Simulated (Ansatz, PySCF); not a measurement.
Gas-phase reaction (SMILES): ClB(Cl)Cl [trichloroborane] + 3 [H][H] (H2) → B (BH3) + 3 Cl (HCl); energy of full hydrogenation.

Structures are relaxed separately at B3LYP-D3(BJ)/def2-TZVP in Ansatz (a first-principles code). Valence correlation only, unless marked. Spin-orbit coupling is left out. No relativistic terms. CBS(X,Y): correlation extrapolated as X^-3; Hartree-Fock from the larger set. Thermal terms are rigid-rotor harmonic-oscillator values from B3LYP-D3(BJ) frequencies (PySCF) at 298.15 K and 1 atm. 1 Eh = 627.5095 kcal/mol.

```tsv
species	E, CCSD(T)/CBS(cc-pV(T+d)Z,cc-pV(Q+d)Z) (Ansatz) (Eh)	E, PBE-D3(BJ)/def2-TZVPD (Ansatz + dftd3) (Eh)	H - E (Eh)	G - E (Eh)
ClB(Cl)Cl	-1404.23938	-1405.02772	0.01290	-0.02001
[H][H] (H2)	-1.17450	-1.16598	0.01336	-0.00144
B (BH3)	-26.54901	-26.55313	0.03008	0.00872
Cl (HCl)	-460.37849	-460.62865	0.01000	-0.01120
```

**Question.** Work out ΔE and ΔH, ΔG, ΔS and the equilibrium constant at 298.15 K at the first level, then ΔH at the second.

**Answer.** 
1. ΔE = [(-26.54901) + 3×(-460.37849)] - [(-1404.23938) + 3×(-1.17450)] = 0.07840 Eh = 49.2 kcal/mol at CCSD(T)/CBS(cc-pV(T+d)Z,cc-pV(Q+d)Z).
2. The terms H - E add up to 0.00710 Eh, so ΔH = (0.07840 + (0.00710))×627.5095 = 53.7 kcal/mol.
3. The terms G - E add up to -0.00055 Eh, so ΔG = 48.9 kcal/mol, and ΔS = (0.00710 - (-0.00055))×627509.5/298.15 = 16.1 cal/(mol K).
4. log10 K = -ΔG/(RT ln 10) = -35.8, with RT ln 10 = 1.3642 kcal/mol.
5. With ΔH and ΔS taken as constant, ΔG changes sign near ΔH/ΔS = 3340 K, a rough figure that leaves out heat capacities.
6. At PBE-D3(BJ)/def2-TZVPD the same steps give ΔE = 54.3 and ΔH = 58.8 kcal/mol, a shift of +5.1 from the first level.
7. These values are not checked against measurement here, since the tables used lack a sound gas-phase enthalpy of formation for at least one species.
